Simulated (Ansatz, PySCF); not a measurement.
Reaction (SMILES): [BH3-][NH3+] [azaniumylboranuide] -> [BH2-][NH3+] + H atom (the B-H bond at the site shown breaks; other sites are not compared here)
Structures are relaxed separately at B3LYP-D3(BJ)/def2-TZVP in Ansatz (a first-principles code).

Quantity: bond dissociation energy (0 K, with B3LYP-D3(BJ) harmonic zero-point energies from PySCF), in kcal/mol. Correlated levels leave the core frozen unless marked. Open shells are spin-unrestricted. Spin-orbit coupling is left out. Non-relativistic. FCI takes restricted orbitals. CBS(X,Y): correlation extrapolated as X^-3; Hartree-Fock from the larger set. [CCSD(T)-MP2]/basis is that difference in the basis named.

| level | program | bond dissociation energy (kcal/mol) |
|---|---|---|
| BLYP-D4/def2-TZVPD | Ansatz + dftd4 | … |
| revPBE/def2-TZVPD | Ansatz | 93.3 |
| BP86-D4/def2-TZVPD | PySCF + dftd4 | 98.2 |
| r2SCAN-D3(BJ)/def2-TZVPD | Ansatz + dftd3 | 94.7 |
| TPSSh-D3(BJ)/def2-TZVPD | PySCF + dftd3 | 99.9 |
| PW6B95-D4/def2-TZVPD | PySCF + dftd4 | 99.9 |
| PW6B95/def2-TZVPD | PySCF | 99.7 |
| MN15-D3(BJ)/def2-TZVPD | PySCF + dftd3 | … |
| LC-wPBE-D4/def2-TZVPD | Ansatz + dftd4 | 96.2 |
| B2PLYP-D3(BJ)/def2-TZVPD | Ansatz + dftd3 | 98.4 |
| SCS-MP2/6-31G* | Ansatz | 94.6 |
| SCS-MP2/aug-cc-pVDZ | Ansatz | 96.6 |
| FCI/STO-3G | Ansatz | 130.6 |
| RI-MP2/CBS(aug-cc-pVTZ,aug-cc-pVQZ)+[CCSD(T)-MP2]/aug-cc-pVTZ | Ansatz | 100.5 |

Q: What belongs in the gaps?

A: 
- BLYP-D4/def2-TZVPD, bond dissociation energy (kcal/mol): 97.4
- MN15-D3(BJ)/def2-TZVPD, bond dissociation energy (kcal/mol): 98.1
